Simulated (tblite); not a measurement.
Run record: tight-binding relaxation, `CC#[C][GeH2][S]CCC`.

Computed with GFN2-xTB geometry optimisation, gas phase (tblite 0.8.0). Start geometry: from a force field or distance geometry. The input is one job of a driver script: a line of settings, then coordinates in Å.

Command:
```bash
OMP_NUM_THREADS=1 python probes_run.py task.json out
```

Input:
```
{"job": {"kind": "relax", "xc": "GFN2-xTB", "basis": "xTB"}, "charge": 0, "multiplicity": 1}
C      4.740900    -0.086400     0.365800
C      3.398300    -0.260200    -0.254500
C      2.324200    -0.416200    -0.740200
Ge     0.583700    -0.648400    -1.550500
S     -0.751900    -1.358500     0.101000
C     -1.442400     0.093400     0.939200
C     -2.394500     0.893700     0.105400
C     -3.575600     0.019500    -0.300900
H      5.529800    -0.625400    -0.190000
H      4.652700    -0.473900     1.407600
H      4.990300     0.990000     0.371900
H      0.675500    -1.673400    -2.709400
H      0.038800     0.668000    -2.128700
H     -1.959500    -0.199300     1.851000
H     -0.548400     0.717100     1.214000
H     -2.767400     1.797200     0.657400
H     -1.888100     1.191500    -0.837500
H     -4.263000     0.574700    -0.967000
H     -3.183800    -0.907600    -0.767000
H     -4.164700    -0.285200     0.610100
```

Output:
```
step      E/eV     max force
  0    -655.26560    3.141
  1    -655.27197    5.673
  2    -655.46551    0.608
  3    -655.49865    0.590
  4    -655.53145    0.690
  5    -655.55353    0.443
  6    -655.57068    0.249
  7    -655.58013    0.191
  8    -655.58473    0.148
  9    -655.58814    0.142
... (194 lines left out)
204    -655.67703    0.015
205    -655.67709    0.016
206    -655.67713    0.013
207    -655.67717    0.013
208    -655.67720    0.014
209    -655.67724    0.017
210    -655.67727    0.014
211    -655.67730    0.016
212    -655.67732    0.012
213    -655.67735    0.009
```

«max force» is the largest atomic force in eV/Å.

Task: From which step on does the largest force stay under 0.1 eV/Å, and how much energy is left to gain from there?

Result: From step 169 (0.059 eV/Å), 15.9 meV above the end.

Main results: energy lowered by 9.5 kcal/mol over 213 steps; largest atomic force 0.009 eV/Å at the end.

Task: Where do the atoms end?

Result: 1.067 Å rms from the input after alignment:
```
atom  x, y, z in Å
C1     3.7357    0.5672    0.5450
C2     2.6656    0.0324   -0.2662
C3     1.7895   -0.4055   -0.9705
Ge4    0.3453   -1.1357   -1.9617
S5    -1.1539   -1.9639   -0.5634
C6    -1.0936   -0.7199    0.7798
C7    -1.5770    0.6591    0.3637
C8    -3.0208    0.6549   -0.1168
H9     4.6926    0.1761    0.2005
H10    3.5905    0.2821    1.5869
H11    3.7489    1.6543    0.4728
H12    0.8289   -2.2560   -2.8378
H13   -0.2169   -0.0420   -2.8440
H14   -1.7312   -1.1354    1.5597
H15   -0.0653   -0.6769    1.1415
H16   -1.4777    1.3231    1.2270
H17   -0.9236    1.0428   -0.4281
H18   -3.3266    1.6550   -0.4136
H19   -3.1326   -0.0099   -0.9711
H20   -3.6831    0.3091    0.6738
```

Time: 2.0 s of wall time. Hardware: an Arm Neoverse V1 with one thread, shared host with 32 logical CPUs at a one-minute load of 27.
Labels such as C1 count atoms from 1, the log's own numbers from 0.
